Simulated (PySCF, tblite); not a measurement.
Isomers of C7H10FPSi, one GFN2-xTB conformer each. Single-point energies are computed at PBE0/pcSseg-1 (PySCF, gas phase, no added dispersion term), electronic only.

Problem. Rank them by PBE0/pcSseg-1 energy, lowest first (kJ/mol).
A. `[F:1][c:2]1[cH:3][cH:4][cH:5][c:6]([PH:7][CH2:8][SiH3:9])[cH:10]1` with C5–C6–P7–C8 -81°, C6–P7–C8–Si9 -72°
B. `Cc1cc(F)pc(C)c1[SiH3]`
C. `[F:1][C:2]([SiH3:3])=[C:4]=[P:5][C:6]1=[CH:7][CH2:8][CH2:9][CH2:10]1` with C4–P5–C6–C7 178°, C6–C7–C8–C9 -12°, C7–C8–C9–C10 19°, C8–C9–C10–C6 -19°, P5–C6–C10–C9 -169°
D. `[F:1][c:2]1[cH:3][cH:4][c:5]([PH:6][CH2:7][SiH3:8])[cH:9][cH:10]1` with C4–C5–P6–C7 -110°, C5–P6–C7–Si8 50°

Solution. D (0.0), A (1.7), B (27.8), C (213.3).

As drawn, the lowest has an aromatic ring, which the highest lacks; the highest has cumulated double bonds and a C=C bond outside aromatic rings, which the lowest lacks. Neighbours under 10 kJ/mol apart (Fc1ccc(PC[SiH3])cc1 and Fc1cccc(PC[SiH3])c1) can change places with a better method, another conformer or zero-point energy. GFN2-xTB itself gives, in the same order: 0.0, 4.0, 9.7, 181.3. Both levels put the same isomer lowest; measured from each level's own lowest isomer, the values differ by up to 32.0 kJ/mol (FC([SiH3])=C=PC1=CCCC1: 181.3 against 213.3).

Problem. Which frontier levels, dipoles and rotational constants go with these structures?

Solution. 
| SMILES | HOMO (eV, PBE0/pcSseg-1) | LUMO (eV) | dipole (D) | A, B, C (MHz) |
| --- | --- | --- | --- | --- |
| Fc1ccc(PC[SiH3])cc1 | -6.59 | -0.74 | 1.18 | 1751, 543.3, 496.7 |
| Fc1cccc(PC[SiH3])c1 | -7.06 | -0.87 | 2.39 | 1435, 624.7, 520.2 |
| Cc1cc(F)pc(C)c1[SiH3] | -6.96 | -1.55 | 2.71 | 1483, 776.9, 516.7 |
| FC([SiH3])=C=PC1=CCCC1 | -6.86 | -2.09 | 2.82 | 1786, 460.6, 428.6 |

Problem. What happens when harmonic zero-point energies from GFN2-xTB frequencies are added?

Solution. 
```tsv
SMILES	ZPE (kJ/mol)	electronic (kJ/mol)	with ZPE (kJ/mol)
Fc1ccc(PC[SiH3])cc1	367.2	0.0	0.0
Fc1cccc(PC[SiH3])c1	367.0	1.7	1.6
Cc1cc(F)pc(C)c1[SiH3]	375.0	27.8	35.7
FC([SiH3])=C=PC1=CCCC1	373.4	213.3	219.5
```

The zero-point energies span 8.0 kJ/mol. The order is unchanged.
